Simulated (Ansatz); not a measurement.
Ansatz results at the PBE0-D4/def2-TZVP geometry: LUMO energy (ωB97M-V/def2-TZVPP) 2.19 eV; HOMO–LUMO gap (PBE/def2-TZVPP) 6.74 eV; size of the dipole moment (ωB97M-V/def2-TZVPP) 1.30 D.

Each molecule was computed in one conformer, which needn't be the lowest.

Task: Which molecule gave them?
A. `OC(F)[O][GeH3]`
B. `[CH3][Al]1[S][CH]1F`
C. `[CH3][Ge]([OH])([OH])[F]`
D. `O[SiH2]/N=C/F`

Result: A. The others give `[CH3][Ge]([OH])([OH])[F]`: 1.79, 6.54, 1.08; `[CH3][Al]1[S][CH]1F`: 0.56, 3.68, 4.01; `O[SiH2]/N=C/F`: 1.44, 5.00, 0.72.
